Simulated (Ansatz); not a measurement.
A nudged elastic band was laid between two geometries of ClFGeH2O (6 atoms, charge 0, multiplicity 1).

These are results of RKS PBE-D4/def2-SVP in Ansatz, not measurements.

```json
{
  "movable images": "9",
  "climbing image": "yes",
  "spring": "5.0 eV/Å²",
  "optimiser": "quadratic models (default)",
  "start path": "through a guess of the saddle point",
  "force threshold": "0.03 eV/Å",
  "iteration limit": "60",
  "end points": "relaxed"
}
```

First end point:

```xyz
6
Properties=species:S:1:pos:R:3
Ge 0.060 -0.020 0.372
H 0.015 -0.062 1.906
Cl 2.061 0.198 -0.417
O -0.987 1.294 -0.188
H -0.944 1.406 -1.157
F -0.531 -1.529 -0.290
```

Last end point:

```xyz
6
Properties=species:S:1:pos:R:3
Ge -1.050 -0.119 0.418
H 1.886 -0.001 2.061
Cl 2.099 0.068 0.781
O -1.269 1.382 -0.557
H -1.166 1.188 -1.512
F -0.825 -1.232 -0.966
```

**Question.** Which bonds break or form, and what moves?

**Answer.** Bonds broken: Ge1–H2, Ge1–Cl3. Bonds formed: H2–Cl3. ClFGeH2O becomes ClH + FGeHO.

**Question.** Give the energies along the band, and the barrier.

**Answer.** The forces met the threshold. The highest image is number 5 of 0 to 10, 182.9 kJ/mol above the first end and 95.2 kJ/mol above the last; the last end lies 87.7 kJ/mol above the first. A vibrational analysis at the climbing image gives one clearly imaginary mode, 908i cm⁻¹: a first-order saddle point. The orbitals stay closed-shell, which can raise the energy where a bond breaks towards radicals; this wasn't checked here.

```csv
image,path coordinate (Å),energy (kJ/mol),Ge1–H2 (Å),Ge1–Cl3 (Å),H2–Cl3 (Å)
0,0.00,0.0,1.53,2.16,3.11
1,0.32,1.6,1.53,2.16,3.04
2,0.64,17.6,1.53,2.17,2.76
3,0.96,65.8,1.52,2.21,2.42
4,1.28,142.0,1.54,2.32,2.09
5,1.59,182.9,1.62,2.50,1.79
6,1.94,141.9,1.84,2.68,1.46
7,2.29,103.0,2.21,2.98,1.32
8,2.63,93.7,2.61,3.16,1.30
9,2.98,89.4,2.99,3.16,1.30
10,3.32,87.7,3.37,3.18,1.30
```

**Question.** What is the geometry of the highest image?

**Answer.** 
```xyz
6
Properties=species:S:1:pos:R:3:forces:R:3
Ge -0.350 -0.009 0.522 0.00 0.02 0.02
H 0.907 -0.025 1.543 -0.01 0.00 0.00
Cl 2.127 0.089 0.238 0.01 0.00 0.00
O -1.019 1.412 -0.316 0.00 -0.01 -0.02
H -1.220 1.191 -1.249 0.00 0.00 0.01
F -0.771 -1.370 -0.512 0.00 -0.01 -0.02
```

**Question.** What are the harmonic wavenumbers there?

**Answer.** 908i, 125, 149, 215, 317, 365, 511, 674, 695, 879, 1727, 3671 cm⁻¹.

Run time: 2.3 min on 2 threads of Arm Neoverse V1 (shared host), peak memory 0.13 GiB.
